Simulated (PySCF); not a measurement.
Spin-rotation constants: `[GeH3][N]1CCC=N1`, C3H8GeN2

Cartesian coordinates in Å; atom numbers follow the order of the lines, from 1:
```xyz
14

Ge    2.3008    0.1407   -0.3068
N     0.4938    0.0612   -0.2469
C    -0.3789   -0.7730    0.5893
C    -1.7800   -0.1975    0.3375
C    -1.4460    0.9433   -0.5928
N    -0.2088    1.0345   -0.8626
H     2.8003   -1.2360   -0.6299
H     2.8606    0.5354    1.0341
H     2.5991    1.1367   -1.3623
H    -0.0769   -0.6930    1.6388
H    -0.2877   -1.8191    0.2822
H    -2.4491   -0.9145   -0.1430
H    -2.2627    0.1591    1.2493
H    -2.1651    1.6217   -1.0090
```

Computed, not measured: PySCF, GIAO PBE0/pcSseg-1 magnetisability, rotational g tensor and spin-rotation constants, non-relativistic, gas phase. Geometry: GFN2-xTB.

The calculation is non-relativistic, which matters for the atoms heavier than Zn.

Task: Give the nuclear spin-rotation constants along the inertial axes (H = +C I·J) beside the isotropic shieldings.

Result: Rotational constants 7.3554, 1.3016, 1.1377 GHz. A star marks the isotopologue with that one atom substituted, in its own axes.
| atom | isotope | Caa (kHz) | Cbb (kHz) | Ccc (kHz) | mean (kHz) | σ (ppm) |
| --- | --- | --- | --- | --- | --- | --- |
| N2 | 14N | 0.790 | 0.064 | 0.105 | 0.320 | 137.2 |
| N6 | 14N | 1.986 | 0.340 | 0.081 | 0.802 | -130.2 |
| H7 | 1H | -0.528 | -0.054 | -0.030 | -0.204 | 27.1 |
| H8 | 1H | -0.564 | -0.093 | 0.011 | -0.215 | 27.1 |
| H9 | 1H | -0.597 | 0.046 | -0.105 | -0.219 | 26.9 |
| H10 | 1H | -0.703 | -0.071 | -0.011 | -0.262 | 28.3 |
| H11 | 1H | -0.728 | -0.060 | -0.012 | -0.267 | 28.1 |
| H12 | 1H | -0.395 | -0.127 | -0.022 | -0.181 | 28.8 |
| H13 | 1H | -0.474 | -0.126 | -0.011 | -0.204 | 28.8 |
| H14 | 1H | -0.118 | 0.020 | -0.129 | -0.075 | 25.6 |
| Ge1 | 73Ge* | -1.750 | -0.383 | -0.330 | -0.821 | 1474.9 |
| C3 | 13C* | 1.265 | 0.223 | 0.248 | 0.579 | 137.8 |
| C4 | 13C* | 1.246 | 0.178 | 0.227 | 0.550 | 150.3 |
| C5 | 13C* | 2.101 | 0.589 | 0.239 | 0.976 | 52.7 |

For the geometry as given, no vibrational averaging.

Task: How do the rotational constants and the g tensor change when H7, H8, H9, H10, H11, H12, H13, H14 are replaced by deuterium?

Result: Constants 5.6869, 1.1532, 1.0066 GHz; g -0.0632, -0.0106, -0.0058, against -0.0815, -0.0119, -0.0065 before.
